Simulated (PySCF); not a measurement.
Al(Cl)2(SMe) (CH₃AlCl₂S), SMILES [S](C)[Al]([Cl])[Cl].

Coordinates come from a PBE-D3(BJ)/def2-SVP optimisation. The structure was generated by enumeration; whether it is a known compound was not checked. One conformer was computed; it need not be the lowest.

The numbers are results of TDA-CAM-B3LYP/def2-SVPD (PySCF), not measurements.

Vertical excitations. The molecule is in vacuum.

Computed lowest excited states:
```json
[
 {"state": "S1", "energy (eV)": "5.32", "λ (nm)": "233", "f": "0.022", "main pairs": "HOMO→LUMO 89 %"},
 {"state": "S2", "energy (eV)": "5.96", "λ (nm)": "208", "f": "0.038", "main pairs": "HOMO→LUMO+1 79 %, HOMO−1→LUMO 15 %"},
 {"state": "S3", "energy (eV)": "6.02", "λ (nm)": "206", "f": "0.004", "main pairs": "HOMO→LUMO+2 82 %"},
 {"state": "S4", "energy (eV)": "6.86", "λ (nm)": "181", "f": "0.002", "main pairs": "HOMO−1→LUMO+1 94 %"},
 {"state": "S5", "energy (eV)": "7.01", "λ (nm)": "177", "f": "0.340", "main pairs": "HOMO−1→LUMO 70 %, HOMO→LUMO+1 12 %"},
 {"state": "S6", "energy (eV)": "7.08", "λ (nm)": "175", "f": "0.072", "main pairs": "HOMO−2→LUMO 79 %"},
 {"state": "S7", "energy (eV)": "7.24", "λ (nm)": "171", "f": "0.000", "main pairs": "HOMO−3→LUMO 90 %"},
 {"state": "S8", "energy (eV)": "7.32", "λ (nm)": "169", "f": "0.000", "main pairs": "HOMO−2→LUMO+1 97 %"},
 {"state": "S9", "energy (eV)": "7.41", "λ (nm)": "167", "f": "0.026", "main pairs": "HOMO→LUMO+3 46 %, HOMO→LUMO+4 41 %"},
 {"state": "S10", "energy (eV)": "7.44", "λ (nm)": "167", "f": "0.002", "main pairs": "HOMO−1→LUMO+2 82 %"},
 {"state": "T1", "energy (eV)": "4.97", "λ (nm)": "250", "f": "0", "main pairs": "HOMO→LUMO 85 %"},
 {"state": "T2", "energy (eV)": "5.14", "λ (nm)": "241", "f": "0", "main pairs": "HOMO→LUMO+1 95 %"},
 {"state": "T3", "energy (eV)": "5.46", "λ (nm)": "227", "f": "0", "main pairs": "HOMO→LUMO+2 78 %"},
 {"state": "T4", "energy (eV)": "6.12", "λ (nm)": "203", "f": "0", "main pairs": "HOMO−1→LUMO 80 %"}
]
```
Triplets are in the Tamm–Dancoff approximation.
